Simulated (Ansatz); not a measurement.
The cluster Cr2N2, relaxed as a singlet with RKS r2SCAN-D4/def2-SVP in Ansatz, starting from the GFN1-xTB geometry. Force threshold 0.02 eV/Å.

The restricted singlet is unstable towards broken spin symmetry at other levels; at r2SCAN-D4/def2-SVP this wasn't settled. At r2SCAN-D4/def2-SVP a triplet of charge 0 lies 2.26 eV below the restricted singlet, each at its own geometry. The structure comes from a short search, and lower isomers may exist.

Start:

```
atom   x (Å)   y (Å)   z (Å)
 Cr1  -0.595   0.245   1.126
 Cr2   0.780   0.936  -0.445
  N3   0.368  -0.833  -0.044
  N4  -0.553  -0.347  -0.637
```

(1) Estimate the energy that the relaxation releases and the steps that it takes.

(2) Does the start keep its bonding and symmetry?

(3) Predict the relaxed structure.

## Answers

(1) 59.0 kcal/mol, in 7 steps; 28 s on 4 threads of Arm Neoverse V2 on a shared host. No frequencies were taken in this run, so the end may be a saddle point.

(2) By distances, no bond broke or formed. The bond that changes most is Cr1–N3, from 1.86 to 1.95 Å (atoms count from 1). Point group C2v at the start, C2v at the end, both within 0.05 Å.

(3) 
```xyz
4

Cr   -0.429    0.433    1.019
Cr    0.649    0.973   -0.209
N     0.375   -0.959   -0.093
N    -0.595   -0.447   -0.718
```
Bond lengths (bridged metal pairs left out): 4 × Cr–N 1.95 Å; 1 × N–N 1.26 Å.
